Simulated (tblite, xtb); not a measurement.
F2Si (SMILES F[Si]F), singlet, at a GFN2-xTB geometry. Base run: xtb with GFN1-xTB.

The xtb input:
```
$ xtb mol.xyz --gfn 1 --json

# file mol.xyz
3

Si    -0.03685565    -0.01764442     0.62704345
F      1.00111955    -0.63280559    -0.44873539
F     -0.94378855     0.66025247    -0.52666553
```

Programs used: tblite, xtb; a row that names a program was run with it.

Each row names what was changed in the base input (with any setting that the change needs).

| change | ΔE vs base (kJ/mol) |
|---|---|
| base | 0.00 |
| etemp = 1000 | 0.00 |
| program = tblite; method = gfn1; option = (--guess, eeq) | 0.00 |
| program = tblite; method = gfn1 | 0.00 |
| program = tblite; method = gfn1; option = (--alpb, water) | 2.13 |
| program = tblite; method = gfn1; option = (--efield, 0,0,0.1) | [?] |

**Question.** What belongs in the gaps?

**Answer.** 
- program = tblite; method = gfn1; option = (--efield, 0,0,0.1), ΔE vs base (kJ/mol): -4.90

ALPB and GBSA are two models with their own fitted parameters for each solvent, which aren't always the measured dielectric constant.
